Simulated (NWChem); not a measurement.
The numbers come from NWChem runs, not from measurements. System: ClSi, charge 1, spin multiplicity 3, at the geometry of a parent with another charge or spin, in a state set for the comparison that need not be this species' ground state. Its SCF solution wasn't tested for a lower state. Level: UMP2/def2-TZVP, 10 core orbitals frozen.

Job file:

```
start mol
memory heap 200 mb stack 900 mb global 1100 mb
charge 1
geometry units angstroms nocenter noautoz
  Si     0.000000     0.000000     1.093417
  Cl     0.000000     0.000000    -0.900461
  symmetry group C2v
end
basis spherical
  * library def2-tzvp
end
scf
  uhf
  nopen 2
  maxiter 100
  thresh 1e-7
  semidirect memsize 60000000 filesize 0
  # guess.movecs holds the orbitals of an unrestricted PBE0 run
  vectors input guess.movecs output mol.movecs
end
mp2
  freeze core 10
end
task mp2 energy
```

Part of the output:

```
             Northwest Computational Chemistry Package (NWChem) 7.3.0
             --------------------------------------------------------

                                NWChem Input Module
                                -------------------

 Scaling coordinates for geometry "geometry" by  1.889725989
 (inverse scale =  0.529177249)

 Turning off AUTOSYM since
 SYMMETRY directive was detected!

                             Geometry "geometry" -> ""
                             -------------------------

 Output coordinates in angstroms (scale by  1.889725989 to convert to a.u.)

  No.       Tag          Charge          X              Y              Z
 ---- ---------------- ---------- -------------- -------------- --------------
    1 Si                  14.0000     0.00000000     0.00000000     1.09341700
    2 Cl                  17.0000     0.00000000     0.00000000    -0.90046100

 Effective nuclear repulsion energy (a.u.)      63.1654420491

            Nuclear Dipole moment (a.u.)
            ----------------------------
        X                 Y               Z
 ---------------- ---------------- ----------------
     0.0000000000     0.0000000000     0.0000018897

      Symmetry information
      --------------------

 Group name             C2v
 Group number             16
 Group order               4
 No. of unique centers     2

      Symmetry unique atoms

     1    2


 Summary of "ao basis" -> "" (spherical)
 ------------------------------------------------------------------------------
       Tag                 Description            Shells   Functions and Types
 ---------------- ------------------------------  ------  ---------------------
 *                         def2-tzvp                  on all atoms

 Summary of "ao basis" -> "ao basis" (spherical)
 ------------------------------------------------------------------------------
       Tag                 Description            Shells   Functions and Types
 ---------------- ------------------------------  ------  ---------------------
 Si                        def2-tzvp                13       37   5s5p2d1f
[...]
  AO/Fock/Back tols     =   1.0D-09  1.0D-09  1.0D-09

 GA uses MA = F    GA memory limited = T

 Available:
  local mem=  1.26D+08
 global mem=  1.44D+08
 local disk=  0.00D+00
  mp2_memr nvloc                    58
  nvloc new                    58
   1 passes of   6:        4194304                      28564                   3254959.
   1 passes of   6: M    126152428           G      144168248           F     121958124.

 Semi-direct pass number   1 of   1  for UHF alpha       at        1.6s
  vrange nnbf                  2743
  mp2_eaftype                    12  avail_ma_in_mb                  1099
 EAF : mp2_eaftype filesize          12    1627480.
  mp2_eaf for mointskh                     12
Node 0 wrote      7.6 Mb in      0.0 s     Agg I/O rate:   918.6 Mb/s
 Done moints_semi at        3.2s
  mp2_eaftype                    12  avail_ma_in_mb                  1087
 EAF : mp2_eaftype filesize          12    1627480.
  mp2_eaf for kh                    12
 Done maket at        3.2s
 Done multipass loop at        3.2s

 GA uses MA = F    GA memory limited = T

 Available:
  local mem=  1.26D+08
 global mem=  1.44D+08
 local disk=  0.00D+00
  mp2_memr nvloc                    60
  nvloc new                    60
   1 passes of   4:        4194304                      23166                   2247730.
   1 passes of   4: M    126152428           G      144168248           F     121958124.

 Semi-direct pass number   1 of   1  for UHF beta        at        3.2s
  vrange nnbf                  2743
  mp2_eaftype                    10  avail_ma_in_mb                  1099
 EAF : mp2_eaftype filesize          10    1123865.
  mp2_eaf for mointskh                     10
Node 0 wrote      5.3 Mb in      0.0 s     Agg I/O rate:   476.2 Mb/s
 Done moints_semi at        4.9s
  mp2_eaftype                    10  avail_ma_in_mb                  1089
 EAF : mp2_eaftype filesize          10    1123865.
  mp2_eaf for kh                    10
 Done maket at        5.0s
 Done multipass loop at        5.0s

          -------------------------------------------
          SCF energy                -748.020863082163
          Correlation energy          -0.210356966111
          Singlet pairs                0.000000000000
          Triplet pairs                0.000000000000
          Total MP2 energy          -748.231220048274
          -------------------------------------------

          ---------------------------------------------------
                    Spin Component Scaled (SCS) MP2
          Same spin pairs                     -0.047092165401
          Same spin scaling factor             0.333333333333
          Opposite spin pairs                 -0.163264800710
          Opposite spin scaling fact.          1.200000000000
          SCS-MP2 correlation energy          -0.211615149319
          Total SCS-MP2 energy              -748.232478231482
          ---------------------------------------------------

 -----------------------
 Performance information
 -----------------------

 Timer overhead =  1.51D-07 seconds/call

               Nr. of calls         CPU time (s)                 Wall time (s)                GFlops
             ---------------    -------------------     ------------------------------   -------------------
Name         Min   Avg   Max    Min     Avg     Max     Min     Avg     Max   Mx/calls   Min     Max     Sum
mp2: moin     2     2     2    3.3     3.3     3.3      3.3     3.3     3.3     1.6      0.0     0.0     0.0
mp2: make     2     2     2   9.76E-2 9.76E-2 9.76E-2  9.76E-2 9.76E-2 9.76E-2 4.88E-2   0.0     0.0     0.0
mp2: tota     1     1     1    3.5     3.5     3.5      3.5     3.5     3.5     3.5      0.0     0.0     0.0

 The average no. of pstat calls per process was 5.00D+00
 with a timing overhead of 7.53D-07s

 Task  times  cpu:        5.0s     wall:        5.0s

 Total times  cpu:        5.0s     wall:        5.0s
```
